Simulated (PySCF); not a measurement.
Relaxation of doublet WNF₂

These are results of PySCF, UPBE0, basis W def2-TZVP with ECP60, N def2-TZVP, F def2-TZVP (scalar-relativistic core potentials, no spin–orbit coupling, density fitting), not measurements. A (50,194) grid was used.

A hand-made trigonal pyramidal start, of Cs symmetry, held to at least that symmetry:

```xyz
4
charge 0 multiplicity 2, angstrom
W    -0.2059    0.0286    0.0000
N     0.0000   -1.7596    0.0000
F     0.9967    0.5099   -1.5370
F     0.9967    0.5099    1.5370
```

Optimiser trace:
```csv
step,E − E(last) (kJ/mol),largest gradient (Eh/bohr)
0,175.02,0.13143
1,30.00,0.04163
2,10.60,0.02676
3,2.65,0.00871
4,0.72,0.00390
5,0.31,0.00747
6,0.02,0.00121
7,0.00,0.00019
8,0.00,0.00005
```

It ends at Cs with W–F 1.864 Å (×2), W–N 1.655 Å; F–W–F 135.2°, F–W–N 107.3° (×2) (after a last refinement on a finer grid). A frequency run shows a minimum. Other isomers or separated fragments may lie lower.

Final geometry:
```xyz
4
charge 0 multiplicity 2, angstrom
W    -0.0727    0.0250    0.0000
N    -0.3922   -1.5993    0.0000
F     0.4718    0.4821   -1.7230
F     0.4718    0.4821    1.7230
```

Other spin states or occupations of the open shell can lie lower. With an element this heavy the missing spin–orbit coupling can shift these numbers.
